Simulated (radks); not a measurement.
The numbers below are computed, except where a source is named.
Problem. Mean orbital radii <r> (bohr) of the promethium ion Pm2+, [Xe] 4f5, of relativity; Dirac values are averaged over j with weights 2j + 1. Spin-unpolarised spherical Kohn-Sham, LDA (Slater exchange, Perdew-Wang correlation), point nucleus unless stated (finite: rms radius 4.962 fm), a radial shooting solver on a logarithmic mesh with Libxc functionals. A level marked "c x" has the speed of light scaled by that factor and shares open shells by 2j + 1; other Dirac levels either fill j = l - 1/2 first or share by 2j + 1.

shell       non-rel.
2p           0.09020
3s            0.2763
3p            0.2660
3d            0.2371
4s            0.6266
4p            0.6435
4d            0.6882
5s             1.523
5p             1.716
4f            0.9715
5d (empty)     2.501
6s (empty)     3.723

Give the values at the level "Dirac, c x 5".

Solution. 
shell       Dirac, c x 5  change of magnitude (%)
2p               0.09006                    -0.15
3s                0.2757                    -0.22
3p                0.2657                    -0.11
3d                0.2371                    -0.01
4s                0.6253                    -0.20
4p                0.6429                    -0.10
4d                0.6882                    0.00
5s                 1.520                    -0.21
5p                 1.714                    -0.08
4f                0.9737                    +0.22
5d (empty)         2.503                    +0.07
6s (empty)         3.717                    -0.16
